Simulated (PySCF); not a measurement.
Input of a run (PBE0-D3(BJ)/def2-SVP geometry optimisation, gas phase (PySCF 2.14.0)), started from GFN2-xTB:
```
{"job": {"xc": "PBE0", "basis": "def2-SVP", "d3": "d3bj", "grid": 2, "kind": "geom"}, "charge": 0, "multiplicity": 1}
C     -0.912981    -1.126322    -0.151511
N     -0.749689     0.308829    -0.197920
C     -1.774426     1.063628     0.483115
C      0.546948     0.748313    -0.233913
Cl     0.781170     2.481326    -0.266638
C      1.605855     0.000274    -0.453707
C      2.717825    -0.656391    -0.444202
Cl     3.577547    -1.033217     1.043949
H     -0.272916    -1.582267    -0.906023
H     -0.647977    -1.545151     0.826235
H     -1.952304    -1.365580    -0.370292
H     -1.792492     0.848035     1.558462
H     -1.610227     2.128224     0.340619
H     -2.742343     0.798548     0.057214
H      3.221597    -1.060260    -1.307300
```

Output (energies in Eh, forces in Eh/bohr):
```
step   0  E = -1168.76178588  max force = 0.011313
step   1  E = -1168.76369445  max force = 0.005158
step   2  E = -1168.76359688  max force = 0.004635
step   3  E = -1168.76389307  max force = 0.001387
step   4  E = -1168.76392452  max force = 0.000939
step   5  E = -1168.76394902  max force = 0.000794
step   6  E = -1168.76397837  max force = 0.001095
step   7  E = -1168.76400233  max force = 0.000669
step   8  E = -1168.76401267  max force = 0.000547
step   9  E = -1168.76401447  max force = 0.000333
optimisation converged
```

Q: Summarise the run.

A: The energy falls by 5.9 kJ/mol over 10 energy and gradient evaluations, the largest force component goes from 0.0113 to 3.3e-04 Eh/bohr, and the atoms move by 0.121 Å rms after alignment. The bond that changes most is C7–H15 (outer carbon of cumulated double bonds to hydrogen on carbon), which lengthens by 0.018 Å. Bonds longer at the end by more than 0.005 Å: 10 of 14; shorter: 1. Among the angles that change most is C4–C6–C7, from 168.9° to 179.0°. Among the dihedrals that turn most is C1–N2–C4–C6, from 12° to -3°. The energy rose by more than 1e-6 Eh at step 2. The first step brought 86 % of the lowering.

Q: What are the final bond lengths?

A: C1–N2 1.443 Å, N2–C3 1.445 Å, N2–C4 1.375 Å, C4–Cl5 1.751 Å, C4=C6 1.322 Å, C6=C7 1.303 Å, C7–Cl8 1.750 Å, C1–H9 1.099 Å, C1–H10 1.108 Å, C1–H11 1.099 Å, C3–H12 1.108 Å, C3–H13 1.096 Å, C3–H14 1.100 Å, C7–H15 1.096 Å. Numbering counts from 1 in the input's order; the species is `CN(C)C(Cl)=C=CCl`.

The run used 155 basis functions and 71 SCF cycles in all. Hardware: one thread, Arm Neoverse N1 (aarch64), no GPU, shared host with 64 logical CPUs at a one-minute load of 54. Cost: 3.3 min of wall time, 0.75 GiB resident at most.

No frequency check.
